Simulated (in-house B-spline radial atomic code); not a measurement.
Relativistic effects in Br²⁺, [Ar] 3d10 4s2 4p3: non-relativistic Hartree-Fock (point nucleus) against Dirac-Hartree-Fock (Fermi nucleus of rms radius 4.1629 fm), both averages of the configuration, computed with a B-spline radial code for spherical atoms.

| orbital | ε NR (Eh) | ε Dirac (Eh) | <r> NR (bohr) | <r> Dirac (bohr) | change of <r> (%) |
| --- | --- | --- | --- | --- | --- |
| 1s1/2 | -490.96 | -499.42 | 0.04367 | 0.04273 | -2.2 |
| 2s1/2 | -66.091 | -68.019 | 0.1931 | 0.1887 | -2.3 |
| 2p1/2 | -59.445 | -61.089 | 0.1671 | 0.1628 | -2.6 |
| 2p3/2 | -59.445 | ? | 0.1671 | ? | ? |
| 3s1/2 | -10.756 | -11.087 | 0.5586 | 0.548 | -1.9 |
| 3p1/2 | -8.3584 | -8.6114 | 0.5665 | 0.5554 | -2.0 |
| 3p3/2 | -8.3584 | -8.3459 | 0.5665 | 0.5651 | -0.2 |
| 3d3/2 | -4.1023 | -4.0649 | 0.5826 | 0.5823 | -0.1 |
| 3d5/2 | -4.1023 | -4.0222 | 0.5826 | 0.5862 | +0.6 |
| 4s1/2 | -1.7422 | -1.7767 | 1.641 | 1.615 | -1.6 |
| 4p1/2 | -1.2323 | -1.2503 | 1.875 | 1.848 | -1.4 |
| 4p3/2 | -1.2323 | ? | 1.875 | ? | ? |

What happens to 4p3/2?

Its energy goes to -1.2265 hartree and <r> to 1.876 bohr (+0.04 %).

What happens to 2p3/2?

Its energy goes to -59.327 hartree and <r> to 0.1666 bohr (-0.32 %).

What explains the pattern of contraction and expansion?

Expansion is seen in 3d5/2. The s and p1/2 orbitals contract directly, screen the nucleus better, and so push out orbitals that have little density near the nucleus; spin-orbit coupling adds to this for j = l + 1/2 and opposes it for j = l - 1/2.

By how much does the total energy change?

By -32.583 hartree, from -2571.215 to -2603.798.
